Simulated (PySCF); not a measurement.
Te⁺ (tellurium, charge +1): UHF calculation

Configuration: [Kr] 4d10 5s2 5p3, high-spin 4S determinant. Computed with PySCF 2.14 in def2-TZVPPD with the def2 core potential (28 electrons), with scalar relativity through the core potential.

- Total energy: -266.721772 hartree
- One-electron energy: -459.0609 hartree
- Hartree (Coulomb) energy: 211.9257 hartree
- Exchange energy: -19.5866 hartree
- ⟨S²⟩: 3.7518
- ⟨L²⟩: 0.000
- Sum of ⟨r⟩: 27.89 bohr
- Sum of ⟨r²⟩: 47.40 bohr²

| shell | electrons | mean orbital energy (hartree) | rms radius, mean of both spins (bohr) |
| --- | --- | --- | --- |
| 4s α | 1 | -7.46831 | 0.820 |
| 4s β | 1 | -7.44824 | 0.820 |
| 4p α | 3 | -5.43311 | 0.882 |
| 4p β | 3 | -5.41299 | 0.882 |
| 4d α | 5 | -2.28662 | 1.04 |
| 4d β | 5 | -2.26954 | 1.04 |
| 5s α | 1 | -1.16698 | 2.21 |
| 5s β | 1 | -0.90353 | 2.21 |
| 5p α | 3 | -0.69217 | 2.63 |

Energies and moments cover only the electrons outside the core potential.
